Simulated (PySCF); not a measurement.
Input for PySCF: D3(BJ) and D4 dispersion corrections on CH3F3O (a complex), monomers drawn apart or pushed together.

```python
from pyscf import gto
from pyscf.dispersion import dftd3, dftd4

mol = gto.M(
    atom='''
    O     0.20833246   -0.05705035    0.03326065
    H     0.33080413    0.77345075   -0.43858485
    H     0.69397147   -0.71782353   -0.47160150
    F     0.61368388    1.14282751    3.44875489
    C     0.22218212   -0.08751874    3.07122218
    F    -0.90105456   -0.39115713    3.74315317
    F     1.17748950   -0.95904457    3.44151653
    H     0.06196138   -0.12641450    1.99470222
    ''',
    basis='def2-svp',
    charge=0, spin=0, verbose=0, max_memory=1800)
d3, d4 = {}, {}
for xc in ['hf', 'pbe', 'blyp', 'revpbe', 'tpss', 'r2scan', 'b3lyp', 'pbe0', 'bhlyp', 'camb3lyp', 'b2plyp']:
    d3[xc] = float(dftd3.DFTD3Dispersion(mol, xc=xc, version='d3bj', atm=False).get_dispersion()['energy'])
    print(f'D3(BJ) {xc:10s} {d3[xc]:14.8f} Eh')
for xc in ['hf', 'pbe', 'blyp', 'revpbe', 'tpss', 'r2scan', 'b3lyp', 'pbe0', 'bhlyp', 'camb3lyp', 'b2plyp']:
    d4[xc] = float(dftd4.DFTD4Dispersion(mol, xc={'camb3lyp': 'cam-b3lyp'}.get(xc, xc), atm=True).get_dispersion()['energy'])
    print(f'D4     {xc:10s} {d4[xc]:14.8f} Eh')
```

Program output:

```
D3(BJ) hf            -0.02399807 Eh
D3(BJ) pbe           -0.00280494 Eh
D3(BJ) blyp          -0.00560641 Eh
D3(BJ) revpbe        -0.00738533 Eh
D3(BJ) tpss          -0.00341017 Eh
D3(BJ) r2scan        -0.00080689 Eh
D3(BJ) b3lyp         -0.00453840 Eh
D3(BJ) pbe0          -0.00233211 Eh
D3(BJ) bhlyp         -0.00336421 Eh
D3(BJ) camb3lyp      -0.00197440 Eh
D3(BJ) b2plyp        -0.00199048 Eh
D4     hf            -0.01098284 Eh
D4     pbe           -0.00282671 Eh
D4     blyp          -0.00628019 Eh
D4     revpbe        -0.01034675 Eh
D4     tpss          -0.00380757 Eh
D4     r2scan        -0.00078177 Eh
D4     b3lyp         -0.00441537 Eh
D4     pbe0          -0.00237484 Eh
D4     bhlyp         -0.00292080 Eh
D4     camb3lyp      -0.00234981 Eh
D4     b2plyp        -0.00198144 Eh
```

The run finished.

Cost: about 0.020 core-seconds (a rough figure).
